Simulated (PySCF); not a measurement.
B2 (SMILES [B][B]), triplet, geometry from GFN2-xTB.

Input for PySCF:
```python
from pyscf import gto, scf, dft

mol = gto.M(
    atom='''
B    -0.00000000   -0.00000000   -0.70244061
B     0.00000000    0.00000000    0.70244061
''',
    basis='def2-svp',
    spin=2,
    verbose=5,
)

mf = dft.UKS(mol)
mf.xc = 'm06l'
mf.kernel()
```

What does this run give for the HOMO energy, <S^2>, total energy, Mulliken (on the basis functions themselves) charges in atom order, nuclear repulsion energy?


```json
{
  "HOMO energy": "-6.06 eV",
  "<S^2>": "2.012",
  "total_energy": "-49.3283 Eh",
  "Mulliken (on the basis functions themselves) charges in atom order": "B1 0.00, B2 0.00",
  "nuclear_repulsion_energy": "9.4168 Eh"
}
```

These values belong to the state on which the SCF converged, which isn't shown to be the lowest.
